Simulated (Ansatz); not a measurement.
One geometry of C2H7AlOS (`[CH3][AlH][O]CS`), several functionals.

```yaml
crystal:
  periodic: [false, false, false]
  atoms:
    - {symbol: C, position_ang: [-1.624049, 0.946344, 0.893129]}
    - {symbol: Al, position_ang: [-0.364757, -0.524764, 0.676312]}
    - {symbol: O, position_ang: [1.362334, -0.124785, 0.599618]}
    - {symbol: C, position_ang: [1.814275, -0.528709, -0.614039]}
    - {symbol: S, position_ang: [0.340498, -0.757877, -1.768353]}
    - {symbol: H, position_ang: [-2.601849, 0.696720, 0.469140]}
    - {symbol: H, position_ang: [-1.787763, 1.164644, 1.953967]}
    - {symbol: H, position_ang: [-1.276641, 1.870437, 0.423008]}
    - {symbol: H, position_ang: [-0.698796, -2.014765, 1.118949]}
    - {symbol: H, position_ang: [2.485852, 0.188269, -1.096571]}
    - {symbol: H, position_ang: [2.280714, -1.523164, -0.619376]}
    - {symbol: H, position_ang: [0.147180, 0.552249, -2.001685]}
basis:
  gaussian: {orbitals: def2-TZVPP}
hamiltonian: {xc: {name: wB97X-V}}
output: {orbitals: {seedname: orbitals}}
```

```sh
$ ansatz run in.yaml --threads 4 --pin off --events-out ev --progress --plain
```

It prints (some lines left out):

```
Functional definition: wB97X-V
1503 factors; their error is unknown
359 factors; integrals over basis functions are off by at most 1.1e-5 eV
mean field evaluation 1: about -21660.4504 eV, gradient 5.9e1 eV
mean field evaluation 2: about -21660.2801 eV, gradient 6.3e1 eV
mean field evaluation 4: about -21667.1891 eV, gradient 2.5e0 eV
mean field evaluation 8: about -21667.2148 eV, gradient 1.4e-1 eV
mean field evaluation 16: about -21667.2153 eV, gradient 1.9e-4 eV
mean field -21667.21528915 eV, -796.2554753103 hartree, gradient 2.0e-5 eV, S^2 0.000000; 0 other end points of the search recorded, 0 dependent functions left out
reference -21667.21528684 eV, -796.2554752255 hartree; 28, 28 occupied and 247, 247 virtual orbitals, 1503 factors
Total energy: -21667.21528684 eV, -796.2554752255 hartree
```

It took 9.5 s on 4 threads of a server CPU on a shared host, with 0.94 GiB of host memory at the peak.

Changing it to `hamiltonian: {xc: {name: BLYP}, dispersion: d4}` (abridged; 2.7 s):

```
Functional definition: BLYP
mean field evaluation 16: about -21669.5483 eV, gradient 6.4e-4 eV
mean field -21669.54832863 eV, -796.3412129297 hartree, gradient 7.6e-5 eV, S^2 0.000000
Total energy: -21670.13754742 eV, -796.3628663211 hartree
```

Changing it to `hamiltonian: {xc: {name: B97M-V}}` (abridged; 9 s):

```
Functional definition: B97M-V
mean field evaluation 16: about -21666.4150 eV, gradient 1.1e-3 eV
mean field -21666.41502128 eV, -796.2260660086 hartree, gradient 1.8e-5 eV, S^2 0.000000
Total energy: -21666.41509062 eV, -796.2260685567 hartree
```

With the line `hamiltonian: {xc: {name: r2SCAN0}, dispersion: d4}` (abridged; 5.5 s):

```
Functional definition: r2SCAN0
mean field evaluation 16: about -21666.6889 eV, gradient 7.9e-5 eV
mean field -21666.68891727 eV, -796.2361315003 hartree, gradient 1.2e-5 eV, S^2 0.000000
Total energy: -21666.76819853 eV, -796.2390450329 hartree
```

The same input with `hamiltonian: {xc: {name: wB97M-V}}` and forces (abridged; 13 s):

```
Functional definition: wB97M-V
mean field evaluation 16: about -21668.2550 eV, gradient 1.4e-4 eV
mean field -21668.25498524 eV, -796.2936834368 hartree, gradient 3.9e-5 eV, S^2 0.000000
Total energy: -21668.25504117 eV, -796.2936854921 hartree
Atom 0 force    -0.017092     0.007634     0.006456 eV/Å
Atom 1 force    -0.111149    -0.094661     0.174291 eV/Å
Atom 2 force    -0.116628     0.093898     0.257257 eV/Å
Atom 3 force     0.256125    -0.137687    -0.391517 eV/Å
Atom 4 force    -0.003338     0.101650    -0.075375 eV/Å
Atom 5 force     0.059391     0.024783     0.029402 eV/Å
Atom 6 force     0.006687    -0.010200    -0.077724 eV/Å
Atom 7 force    -0.026638    -0.060730     0.029667 eV/Å
Atom 8 force     0.027603     0.137610    -0.051252 eV/Å
Atom 9 force    -0.061391    -0.077916     0.062748 eV/Å
Atom 10 force    -0.030272     0.109081     0.018435 eV/Å
Atom 11 force     0.016702    -0.093463     0.017611 eV/Å
Dipole moment:     0.140885     0.155074    -0.459783 e Å
```

With the line `hamiltonian: {xc: {name: BHLYP}, dispersion: d4}` (abridged; 3.8 s):

```
Functional definition: BHLYP
mean field evaluation 16: about -21668.7361 eV, gradient 5.8e-5 eV
mean field -21668.73606024 eV, -796.3113626169 hartree, gradient 5.8e-5 eV, S^2 0.000000
Total energy: -21669.08146917 eV, -796.3240561610 hartree
```
